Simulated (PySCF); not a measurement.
B2F4, SMILES FB(F)B(F)F (connectivity only; charge and spin as stated), charge -1, multiplicity 2. Atoms are numbered in the order given.

```xyz
6

F      0.0000     1.1520    -1.6179
B      0.0000     0.0000    -0.8185
F      0.0000    -1.1520    -1.6179
B      0.0000     0.0000     0.8185
F      0.0000     1.1520     1.6179
F      0.0000    -1.1520     1.6179
```
Charge -1, spin multiplicity 2.

The structure is a stationary point at PBE-D3(BJ)/def2-SVPD. The multiplicity is an assumed one; other spin states were not compared. One conformer was computed; it need not be the lowest.

Level of theory: PBE/def2-SVPD (PySCF).

 A positive occupied level means that this level leaves the electron formally unbound; only the finite basis holds it.

```yaml
total_energy: -448.56301 hartree
point_group: D2h
"α spin, highest occupied and lowest empty level": 1.94 and 3.99 eV
"β spin, highest occupied and lowest empty level": -2.28 and 3.18 eV
dipole_moment_about_the_centre_of_nuclear_charge: 0.00 D
mean_static_polarisability: 46.5 bohr³ (6.88 Å³)
polarisability_principal_values: 41.4, 43.1, 54.9 bohr³
"⟨S²⟩": 0.752 (pure state 0.75)
```
